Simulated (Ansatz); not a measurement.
Consider the hydrogenolysis of a B–Br bond: `FB(Br)Br` + H₂ → `FBBr` + HBr.

Isolated molecules relaxed with PBE0-D4/def2-TZVP in Ansatz; ΔE leaves out vibrations. CCSD(T)/CBS is the MP2 limit (def2-TZVPP, def2-QZVPP) plus CCSD(T) − MP2 in def2-TZVPP, frozen cores. This one scheme is used for every species. DFT in def2-TZVPP. HSE06 is defined as in plane-wave codes. For Br outer-core shells are correlated without core-valence functions, which leaves a few kJ/mol of doubt a bond. Scalar relativity is left out up to krypton.

Question: Is it downhill or uphill in electronic energy at CCSD(T)/CBS, and by how much? (An estimate is asked.)

Answer: Computed: Uphill: ΔE = +11.1 kcal/mol.

Question: What do these levels give: revPBE-D4, r2SCAN-D4, r2SCAN0-D4, HSE06-D4, PBE0, LC-ωPBE, RPA@PBE/def2-TZVPP, HF/def2-SVP, MP2/def2-TZVPP, SCS-MP2/def2-TZVPP, SCS-MP2/def2-QZVPP, HF/CBS(def2)? (An estimate is asked.)

Answer: Ansatz gave: revPBE-D4 13.3, r2SCAN-D4 12.5, r2SCAN0-D4 11.5, HSE06-D4 11.3, PBE0 10.2, LC-ωPBE 9.4, RPA@PBE/def2-TZVPP 9.7, HF/def2-SVP 4.4, MP2/def2-TZVPP 12.9, SCS-MP2/def2-TZVPP 10.9, SCS-MP2/def2-QZVPP 11.2, HF/CBS(def2) 4.4 kcal/mol.

Question: What do rigid-rotor, harmonic-oscillator terms from PBE0-D4/def2-TZVP frequencies (298.15 K, 1 bar) make of the CCSD(T)/CBS value? (An estimate is asked.)

Answer: The calculation gave: ΔZPE = +2.3 kcal/mol, ΔH = +12.8 kcal/mol, ΔS = 31 J/(mol·K), ΔG = +10.6 kcal/mol.

Largest T1 diagnostic among the species: 0.011.

From r2SCAN to r2SCAN0 (25 % exact exchange), in def2-TZVPP and without D4, ΔE moves by −1.1 kcal/mol. In def2-TZVPP, CCSD(T) changes the Hartree–Fock value by +5.7 kcal/mol (the triples alone add +1.3 kcal/mol) and MP2 by +8.2 kcal/mol.
